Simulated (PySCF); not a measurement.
## Mayer bond orders and bond lengths

C6H13FOSi.
Numbering: `[CH3:1][SiH2:2][C@H:3]([CH2:4][F:5])[O:6][CH:7]1[CH2:8][CH2:9]1` (hydrogens: H10, H11, H12 on C1; H13, H14 on Si2; H15 on C3; H16, H17 on C4; H18 on C7; H19, H20 on C8; H21, H22 on C9)

Cartesian coordinates in Å at the GFN2-xTB level; atoms count from 1:
```
atom  x, y, z in Å
C1    -1.6383   -0.5597   -2.3712
Si2   -2.1172    0.3559   -0.7823
C3    -0.7190    0.0474    0.4877
C4    -1.0261    0.5839    1.8730
F5    -0.1376    0.1128    2.8193
O6     0.3739    0.7287   -0.1238
C7     1.6354    0.2623    0.2411
C8     2.1746   -0.9730   -0.4246
C9     2.7222    0.3798   -0.7770
H10   -0.6736   -0.2183   -2.7362
H11   -1.5743   -1.6338   -2.2145
H12   -2.3698   -0.3850   -3.1540
H13   -3.3828   -0.1561   -0.2357
H14   -2.1992    1.8000   -1.0013
H15   -0.4807   -1.0202    0.5828
H16   -2.0181    0.2622    2.2018
H17   -0.9551    1.6744    1.8912
H18    1.8821    0.4232    1.2874
H19    1.5462   -1.4596   -1.1557
H20    2.7845   -1.6483    0.1554
H21    2.4510    0.7952   -1.7347
H22    3.7114    0.6476   -0.4404
```

Bond orders from the PBE0/pcSseg-1 density (PySCF). The structure is a single GFN2-xTB conformer in the gas phase; no vibrational or solvent corrections.

How far do the computed orders between heavy atoms stray from the drawn ones?

The largest departure is 0.165, at Si2–C3 (drawn single, 0.835). Drawn single, order below 0.88: Si2–C3 (0.835), C4–F5 (0.876) and C3–O6 (0.857).

Set the Mayer orders of the bonds beside their lengths.

```tsv
bond	drawn as	length (Å)	Mayer order
C1–Si2	single	1.895	0.974
Si2–C3	single	1.914	0.835
C3–C4	single	1.517	1.037
C4–F5	single	1.381	0.876
C3–O6	single	1.426	0.857
O6–C7	single	1.394	0.926
C7–C8	single	1.503	0.961
C8–C9	single	1.501	0.971
C9–C7	single	1.494	0.972
C1–H10	single	1.086	0.953
C1–H11	single	1.087	0.957
C1–H12	single	1.085	0.961
Si2–H13	single	1.471	0.933
Si2–H14	single	1.463	0.953
C3–H15	single	1.098	0.915
C4–H16	single	1.093	0.948
C4–H17	single	1.093	0.942
C7–H18	single	1.087	0.940
C8–H19	single	1.080	0.946
C8–H20	single	1.079	0.953
C9–H21	single	1.079	0.949
C9–H22	single	1.079	0.954
```

By pair of heavy elements: C–Si: lowest Si2–C3 (0.835, 1.914 Å), highest C1–Si2 (0.974, 1.895 Å). C–C: lowest C7–C8 (0.961, 1.503 Å), highest C3–C4 (1.037, 1.517 Å); in 3 of the 6 pairs the longer bond (by over 0.003 Å) has the higher order (by 0.02 or more). C–O: lowest C3–O6 (0.857, 1.426 Å), highest O6–C7 (0.926, 1.394 Å).

Sum the orders of all bonds at each heavy atom with more than one neighbour and set the sums beside the valence in the SMILES.

C1 3.845 (drawn 4), Si2 3.695 (drawn 4), C3 3.644 (drawn 4), C4 3.803 (drawn 4), O6 1.783 (drawn 2), C7 3.799 (drawn 4), C8 3.831 (drawn 4), C9 3.846 (drawn 4). Orders between atoms that aren't bonded are not in these sums.

For a closed shell the Mayer order of atoms A and B is Σ (PS)μν (PS)νμ over the basis functions μ on A and ν on B, with P the density and S the overlap matrix.

The run behind these numbers computed NMR shieldings as well. Time: 89 s wall; peak memory 1.0 GiB. Hardware: an Arm Neoverse N1 with one thread (shared host).
